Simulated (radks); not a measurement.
Values are calculated unless marked as measured or tabulated.
All-electron atom: Xe in [Xe]. Level of theory: scalar-relativistic Kohn-Sham, r2SCAN, spin-polarised, spherical densities, finite nucleus; meta-GGA in the generalised Kohn-Sham scheme; Fermi nuclear charge, rms radius 4.7859 fm (a radial shooting solver on a logarithmic mesh with Libxc functionals).

Unscreened Slater integrals over Kohn-Sham orbitals (cm^-1). They are taken over the spin-up orbitals.

F0(5p,5p): 86127
F2(5p,5p): 45684
F0(5p,5s): 94133
G1(5p,5s): 61418
F0(5p,4d): 109390
F2(5p,4d): 28488
G1(5p,4d): 8357.0
G3(5p,4d): 7789.9
F0(5p,4p): 110800
F2(5p,4p): 24616
G0(5p,4p): 4542.1
G2(5p,4p): 5830.3
F0(5s,5s): 105340
F0(5s,4d): 129880
G2(5s,4d): 14769
F0(5s,4p): 132130
G1(5s,4p): 8827.1
F0(4d,4d): 225880
F2(4d,4d): 114670
F4(4d,4d): 76277
F0(4d,4p): 240220
F2(4d,4p): 122670
G1(4d,4p): 156100
G3(4d,4p): 97016
F0(4p,4p): 257720
F2(4p,4p): 135630
